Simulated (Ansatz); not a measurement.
A nudged elastic band was laid between two geometries of BF2HO + FH (7 atoms, charge 0, multiplicity 1).

Computed with RKS B3LYP/def2-SVP in Ansatz.

- movable images: 7
- climbing image: yes
- spring: 5.0 eV/Å²
- optimiser: quadratic models (default)
- start path: through a guess of the saddle point
- force threshold: 0.05 eV/Å
- iteration limit: 60
- end points: relaxed

Image 0:

```xyz
7
Properties=species:S:1:pos:R:3
B -0.065 -0.297 0.075
O -0.056 -0.256 1.437
H -0.936 -0.386 1.819
F 1.074 -0.200 -0.573
F -1.190 -0.475 -0.599
F 0.100 2.335 0.906
H 0.287 1.602 1.453
```

Image 8:

```xyz
7
Properties=species:S:1:pos:R:3
B 0.007 0.402 -0.105
O 0.031 0.039 1.661
H -0.814 -0.393 1.865
F 1.114 -0.207 -0.547
F -1.178 -0.166 -0.426
F 0.029 1.753 -0.049
H 0.024 0.894 2.120
```

Task: Which bonds break or form, and what moves?

Result: Bonds broken: F6–H7. Bonds formed: B1–F6, O2–H7. BF2HO + FH becomes BF3H2O.

Task: Give the energies along the band, and the barrier.

Result: It converged. The highest image is number 4 of 0 to 8, 0.56 eV above the first end and 1.03 eV above the last; the last end lies 0.47 eV below the first. A vibrational analysis at the climbing image gives one clearly imaginary mode, 1004i cm⁻¹: a first-order saddle point. The orbitals stay closed-shell, which can raise the energy where a bond breaks towards radicals; this wasn't checked here.

| image | path coordinate (Å) | energy (eV) | F6–H7 (Å) | B1–F6 (Å) | O2–H7 (Å) |
| --- | --- | --- | --- | --- | --- |
| 0 | 0.00 | 0.00 | 0.93 | 2.77 | 1.89 |
| 1 | 0.31 | 0.01 | 0.93 | 2.54 | 1.91 |
| 2 | 0.61 | 0.08 | 0.94 | 2.25 | 1.79 |
| 3 | 0.92 | 0.31 | 0.98 | 1.92 | 1.56 |
| 4 | 1.23 | 0.56 | 1.13 | 1.65 | 1.27 |
| 5 | 1.48 | 0.23 | 1.38 | 1.51 | 1.08 |
| 6 | 1.74 | -0.22 | 1.68 | 1.41 | 0.99 |
| 7 | 1.99 | -0.42 | 2.00 | 1.37 | 0.97 |
| 8 | 2.25 | -0.47 | 2.33 | 1.35 | 0.97 |

Task: What is the geometry of the highest image?

Result: 
```xyz
7
Properties=species:S:1:pos:R:3:forces:R:3
B 0.003 0.142 0.113 0.00 0.01 -0.01
O 0.002 -0.064 1.596 -0.04 0.02 -0.01
H -0.849 -0.408 1.907 0.03 -0.01 0.01
F 1.131 -0.189 -0.505 0.01 0.00 0.01
F -1.168 -0.118 -0.481 0.00 0.00 0.00
F 0.068 1.759 0.454 0.00 0.00 -0.01
H 0.025 1.199 1.433 0.00 -0.02 0.01
```

Task: What are the harmonic wavenumbers there?

Result: 1004i, 281, 370, 398, 451, 502, 656, 785, 929, 1015, 1236, 1238, 1449, 2027, 3811 cm⁻¹.

The band took 13 iterations and of the order of 2.1 core-minutes.

Run time: 2.1 min on 1 thread of Intel(R) Xeon(R) 6975P-C (Granite Rapids), with other jobs on the host, peak memory 0.17 GiB.
